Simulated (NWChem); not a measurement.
CH₄MgSe; SMILES [Mg]([SeH])[CH3]

```xyz
7

Mg     0.0093    -1.1716     0.0001
C      0.0186    -3.2585     0.0002
H     -0.8517    -3.6704    -0.5384
H     -0.0080    -3.6683     1.0241
H      0.9221    -3.6609    -0.4887
Se     0.0340     1.2743     0.0000
H     -1.4403     1.2840    -0.0001
```
Atoms are numbered in this order, from 1.

All runs: NWChem. Medium grid unless said otherwise, to which SCAN and Minnesota functionals are sensitive. Geometry: optimised at PBE0/def2-SVP. Hybrids' shares of exact exchange are those that their runs print; pure functionals count as 0. The functionals differ in more than this share.

```
row               share of exact exchange  orbital gap (eV)
----------------  -----------------------  ----------------
PBE/def2-SVP                         0.00              3.87
BLYP/def2-SVP                        0.00              3.71
B3LYP/def2-SVP                       0.20          withheld
r2SCAN0/def2-SVP                     0.25              6.07
PW6B95/def2-SVP                      0.28              5.62
MPW1K/def2-SVP                       0.43              6.91
MN15/def2-SVP                        0.44              6.69
```

### Question
Fit a straight line of the last column on the one before it, predict the withheld value, and compare with the run.

### Answer

1. Means of the 6 shown rows: x = 0.233, y = 5.478. Slope Σ(x − x̄)(y − ȳ)/Σ(x − x̄)² = 1.336/0.1927 = 6.934; intercept 3.860.
2. The shown rows scatter about the line by 0.237 (root mean square); the largest residual is +0.48, at r2SCAN0/def2-SVP.
3. At x = 0.20 (B3LYP/def2-SVP; inside the shown range) the line gives 5.25.
4. The run gives 5.13, -0.12 from the line, 0.5 times the scatter.
